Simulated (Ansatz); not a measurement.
Ansatz (a program for electronic structure) input:

Ansatz 0.2 input:
```yaml
crystal:
  periodic: [false, false, false]
  atoms:
    - {symbol: C, position_ang: [2.95174022, 0.07416999, -0.26875789]}
    - {symbol: C, position_ang: [1.70843588, -0.35512084, 0.50494598]}
    - {symbol: C, position_ang: [0.42237823, 0.25344306, -0.04716085]}
    - {symbol: C, position_ang: [-0.83436432, -0.17528209, 0.73806860]}
    - {symbol: C, position_ang: [-2.11189401, 0.36570354, 0.20598170]}
    - {symbol: O, position_ang: [-2.57499346, -0.07671520, -1.00860608]}
    - {symbol: H, position_ang: [2.88262400, -0.22134468, -1.31842266]}
    - {symbol: H, position_ang: [3.85579767, -0.37623794, 0.14519872]}
    - {symbol: H, position_ang: [3.07673675, 1.15916090, -0.23990767]}
    - {symbol: H, position_ang: [1.81621641, -0.07410780, 1.55778132]}
    - {symbol: H, position_ang: [1.62575247, -1.44705639, 0.49001765]}
    - {symbol: H, position_ang: [0.30399950, -0.02886424, -1.09811990]}
    - {symbol: H, position_ang: [0.49455152, 1.34537663, -0.03192880]}
    - {symbol: H, position_ang: [-0.72976786, 0.13810008, 1.78064872]}
    - {symbol: H, position_ang: [-0.87763531, -1.27396759, 0.75513544]}
    - {symbol: H, position_ang: [-2.41809133, 1.38547922, 0.39883567]}
    - {symbol: H, position_ang: [-2.24801234, -0.97029870, -1.16885518]}
basis:
  gaussian:
    orbitals: STO-3G
magnetization: {spin_polarized: true, initial_magnetization: 1}
correlation: {method: ccsd_t, electrons: outside_noble_gas}
```

Q: Predict the final energy.

A: -267.61442 Eh (CCSD(T)/STO-3G). The basis has 41 functions.

It need not be the lowest isomer of its formula.
